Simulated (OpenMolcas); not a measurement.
A ladder of methods for GeSiH4O2 (SMILES [OH][Ge][O][SiH3])

GeSiH4O2: 8 atoms, total charge 0, spin state singlet. As SMILES, `[OH][Ge][O][SiH3]`. The coordinates come from a PBE0-D4/def2-TZVP relaxation. This is one conformer, not always the lowest.

```xyz
8

O     1.4101    2.5053    0.1495
Ge    1.6239    0.9026   -0.5814
O     0.0843    0.2002    0.0310
Si   -0.7151   -1.2291   -0.0566
H     0.5872    2.5773    0.6466
H    -2.0460   -1.0180   -0.6825
H     0.0486   -2.2147   -0.8727
H    -0.9008   -1.7808    1.3103
```

Quantity: the dipole moment, in D. The values are calculated.

```json
{"level": "HF/def2-SVP", "kind": "Hartree–Fock", "program": "OpenMolcas", "value (D)": "0.94"}
{"level": "SVWN5/def2-SVP", "kind": "LDA", "program": "OpenMolcas", "value (D)": "0.67"}
{"level": "PBE/def2-SVP", "kind": "GGA", "program": "OpenMolcas", "value (D)": "0.57"}
{"level": "revPBE/def2-SVP", "kind": "GGA", "program": "OpenMolcas", "value (D)": "0.54"}
{"level": "M06-L/def2-SVP", "kind": "meta-GGA", "program": "OpenMolcas", "value (D)": "0.62"}
{"level": "BHLYP/def2-SVP", "kind": "global hybrid", "program": "OpenMolcas", "value (D)": "0.79"}
{"level": "M06-2X/def2-SVP", "kind": "hybrid meta-GGA", "program": "OpenMolcas", "value (D)": "0.72"}
{"level": "PBE0/def2-SVP", "kind": "global hybrid", "program": "OpenMolcas", "value (D)": "0.67"}
```

All-electron rows without a relativistic Hamiltonian named are non-relativistic. The values span 0.54 to 0.94 D. Magnitudes only.
